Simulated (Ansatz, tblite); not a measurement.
Removing and adding an electron: the cluster Sn₃Bi₂. Charge 0, multiplicity 1. Geometry: PBE-D4/def2-SVP. Ansatz, gas phase; energy differences of separate SCF runs; the oxidised species was run as a doublet alone; the reduced species was run as a doublet alone.

```xyz
5

Bi    1.313    0.229   -1.250
Bi   -1.533   -0.766   -0.635
Sn    0.879   -2.138    0.606
Sn    0.199    0.485    1.703
Sn   -0.857    2.190   -0.424
```

In the def2 sets Bi, Sn take a core potential; there is no spin–orbit coupling. The xTB rows come from tblite. Correlated methods freeze 20 core orbitals; core or outer-core shells of Bi, Sn are correlated, in sets that lack core-valence functions. The rows differ in basis, and correlated rows in double-zeta sets carry the largest basis error. In CCSD on the charge 1 doublet the largest single amplitude is 0.18, so its Hartree–Fock determinant may place the open shell otherwise than the density functionals do. The structure comes from a short search, and lower isomers may exist.

```tsv
level	−HOMO (eV)	vertical IE (eV)	−LUMO (eV)	vertical EA (eV)	HOMO–LUMO gap (eV)	IE − EA (eV)	remarks
GFN1-xTB	8.54	11.01	6.50	4.01	2.04	7.00	–
GFN2-xTB	8.96	11.56	7.05	4.41	1.91	7.15	–
HF/def2-SVP	–	6.37	–	–	–	–	spin-contaminated (⟨S²⟩ 0.90) (+1 doublet)
PBE-D4/def2-TZVP	4.92	7.01	2.88	–	2.04	–	–
PBE-D4/def2-TZVPD	4.92	–	2.89	1.00	2.04	–	HOMO above zero (-1 doublet)
r2SCAN-D4/def2-TZVP	5.14	7.07	2.88	–	2.25	–	–
r2SCAN-D4/def2-TZVPD	5.14	–	2.88	1.11	2.25	–	HOMO above zero (-1 doublet)
PBE0-D4/def2-TZVP	5.66	7.08	2.38	–	3.28	–	–
PBE0-D4/def2-TZVPD	5.66	–	2.38	1.08	3.28	–	HOMO above zero (-1 doublet)
MP2/def2-SVP	–	7.28	–	–	–	–	spin-contaminated (⟨S²⟩ 0.90) (+1 doublet)
CCSD/def2-SVP	–	6.96	–	–	–	–	spin-contaminated (⟨S²⟩ 0.90) (+1 doublet)
CCSD(T)/def2-SVP	–	7.00	–	–	–	–	spin-contaminated (⟨S²⟩ 0.90) (+1 doublet)
```

   A HOMO above zero means that the electron is unbound at that level or that self-interaction error raises the level; the energy of removing that electron tells which. Raw xTB energy differences between charge states are shifted by several eV; the methods need an empirical correction for them.
